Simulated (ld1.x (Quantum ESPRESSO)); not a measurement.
**Reading a pseudo-wave (H)**

Columns: radius, all-electron u(r) and pseudo u(r) of the 1s shell (level -6.37 eV) of hydrogen in the configuration 1s1; Wu–Cohen, scalar-relativistic, TM scheme, ld1.x (Quantum ESPRESSO) 7.5.

```csv
r (bohr),all-electron,pseudo
0.068,0.1203,0.0953
0.135,0.2232,0.1872
0.202,0.3121,0.2751
0.270,0.3894,0.3582
0.338,0.4552,0.4335
0.405,0.5099,0.4989
0.473,0.5563,0.5552
0.540,0.5941,0.6006
0.608,0.6252,0.6366
0.675,0.6497,0.6631
0.742,0.6687,0.6817
0.810,0.6830,0.6939
0.878,0.6930,0.7010
0.945,0.6990,0.7042
1.013,0.7018,0.7046
1.080,0.7017,0.7029
1.148,0.6990,0.6994
1.215,0.6941,0.6942
1.283,0.6873,0.6873
1.350,0.6789,0.6789
1.418,0.6689,0.6689
1.485,0.6579,0.6579
1.553,0.6456,0.6456
1.620,0.6327,0.6327
1.688,0.6188,0.6188
1.755,0.6046,0.6046
```

Q: How many radial nodes do the two functions have?

A: The all-electron 1s function has n − l − 1 = 0; the pseudo-wave has 0.

Q: At about which radius was the pseudo-wave matched?

A: 1.35 bohr. The columns agree to 0.0005 from 1.15 bohr on; several derivatives are matched, so the curves merge somewhat inside the radius.

Q: Is the pseudo-wave norm-conserving?

A: Yes: the TM scheme keeps the norm inside the radius equal to the all-electron one, which fixes the energy derivative of the logarithmic derivative at the level.
